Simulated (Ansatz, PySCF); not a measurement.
Gas-phase reaction in SMILES: C[Si](C)(C)N → C[Si](C)(C)[NH] + H atom (the H-N bond at the site shown breaks; other sites are not compared here)
Geometries: B3LYP-D3(BJ)/def2-TZVP minima from Ansatz (a first-principles code), one conformer each, not searched for the lowest. Frequencies are from Ansatz or PySCF.

Quantity: bond dissociation energy (0 K, with B3LYP-D3(BJ) harmonic zero-point energies), in kJ/mol. Valence correlation only, unless marked. Open shells are spin-unrestricted. Spin-orbit coupling is left out. No relativistic terms. Basis-set limits of correlation are two-point, X^-3; Hartree-Fock from the larger set. [CCSD(T)-MP2]/basis is that difference in the basis named.

Level to compare with: RI-MP2/CBS(cc-pV(T+d)Z,cc-pV(Q+d)Z)+[CCSD(T)-MP2]/cc-pV(D+d)Z (Ansatz), 461.7 kJ/mol. It is a level with limits of its own, and the differences hold the functionals' basis error too.

Task: Rank these functionals by how close they come to RI-MP2/CBS(cc-pV(T+d)Z,cc-pV(Q+d)Z)+[CCSD(T)-MP2]/cc-pV(D+d)Z, closest first: CAM-B3LYP/def2-TZVPD (Ansatz); LC-wPBE/def2-TZVPD (Ansatz); BHLYP/def2-TZVPD (Ansatz).

Result: CAM-B3LYP/def2-TZVPD (range-separated hybrid, 444.9 kJ/mol, difference -16.8), LC-wPBE/def2-TZVPD (range-separated hybrid, 440.0 kJ/mol, difference -21.7), BHLYP/def2-TZVPD (global hybrid, 431.3 kJ/mol, difference -30.4)
